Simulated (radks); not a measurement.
Neutral calcium inside a hard spherical wall (all orbitals vanish at R), configuration held at [Ar] 4s2 and not refilled when levels cross. Calculated with a radial shooting solver on a logarithmic mesh with Libxc functionals: non-relativistic Kohn-Sham, LDA (Slater exchange, Perdew-Wang correlation), spin-polarised, spherical densities, point nucleus. Eigenvalues in eV for spin up, with the zero of energy where the potential of the charges vanishes at infinity; a dash marks a level that is unbound or too diffuse for the functional's potential to be trusted. A positive occupied level is held by the wall or, in an anion where self-interaction has pushed it up, behind a barrier. The pressure on the wall is -dE/dV.

R (bohr)  E (hartree)  kinetic (hartree)    e(2p)    e(3s)    e(3p)   e(4s)  e(3d, empty)  e(4p, empty)  pressure (GPa)
free       -675.73530            674.655  -334.30  -46.425  -28.037  -3.850        -2.258        -1.455               0
20         -675.73530            674.655  -334.30  -46.425  -28.037  -3.849        -2.258        -1.455        < 0.0001
12         -675.73501            674.658  -334.26  -46.394  -28.006  -3.827        -2.230        -1.387         0.00487
10         -675.73313            674.674  -334.13  -46.264  -27.878  -3.730        -2.115        -1.188          0.0499
7          -675.69749            674.860  -332.91  -45.120  -26.754  -2.665        -1.087         0.507            1.68
6          -675.63907            675.095  -331.76  -44.063  -25.721  -1.354        -0.085         2.393            5.88
5          -675.48435            675.629  -329.74  -42.291  -24.001   1.604         1.733         6.395            23.2
4          -675.02510            677.090  -325.71  -39.071  -20.872   9.235         5.419        15.982             116
3.5        -674.45956            678.871  -321.71  -36.181  -18.002  17.735         8.973        26.005             301
